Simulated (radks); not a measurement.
Spherical quantum dot in the effective-mass picture: electrons in a parabolic well V = omega^2 r^2 / 2 with omega = 0.585, with a point charge +1 (a donor) at the centre, all in effective atomic units (hartree* = m*/eps^2 hartree, bohr* = eps/m* bohr), one dielectric constant everywhere. Calculated with a radial shooting solver with Libxc functionals: non-relativistic Kohn-Sham, LDA (Slater exchange, Perdew-Wang correlation), spin-polarised, spherical densities. Levels are named by radial order and angular momentum (1s, 1p, 1d, 2s, ...), and open shells are averaged over m. Results are scaled to m* = 0.051 and eps = 13.3, for which hartree* = 7.845 meV and bohr* = 13.8 nm.

N = 19, configuration 1s2 1p6 1d(up 5, down 4) 2s2. This is the lowest configuration that the search found. Occupied and some empty levels:

| level | occupation | eigenvalue (meV) | <r> (nm) |
|---|---|---|---|
| 1s up | 1 | 51.885 | 25.55 |
| 1s down | 1 | 51.931 | 25.36 |
| 1p up | 3 | 54.555 | 38.78 |
| 1p down | 3 | 54.631 | 38.75 |
| 2s up | 1 | 56.119 | 36.52 |
| 2s down | 1 | 56.172 | 36.66 |
| 1d up | 5 | 56.822 | 44.35 |
| 1d down | 4 | 56.902 | 44.38 |
| 1f up | 0 | 59.318 | 48.45 |
| 1f down | 0 | 59.394 | 48.50 |
| 2p up | 0 | 60.049 | 41.68 |
| 2p down | 0 | 60.099 | 41.70 |
| 1g up | 0 | 62.045 | 51.88 |
| 1g down | 0 | 62.115 | 51.94 |

Energy (meV): total 632.888, kinetic 73.871, external 171.47, Hartree 437.89, exchange-correlation -50.351.

Electron density:

| r (nm) | n(r) (e/nm^3) |
|---|---|
| 1.68 | 0.0002432 |
| 5.91 | 0.0001340 |
| 10.1 | 0.00007710 |
| 14.4 | 0.00004831 |
| 18.6 | 0.00003522 |
| 22.8 | 0.00003087 |
| 27.0 | 0.00003077 |
| 31.3 | 0.00003169 |
| 35.5 | 0.00003140 |
| 39.7 | 0.00002882 |
| 44.0 | 0.00002401 |
| 48.2 | 0.00001793 |
| 52.4 | 0.00001189 |
| 56.6 | 6.932e-06 |
| 60.9 | 3.550e-06 |
| 65.1 | 1.590e-06 |
| 69.3 | 6.206e-07 |
| 73.6 | 2.122e-07 |
| 77.8 | 6.325e-08 |
| 82.0 | 1.658e-08 |
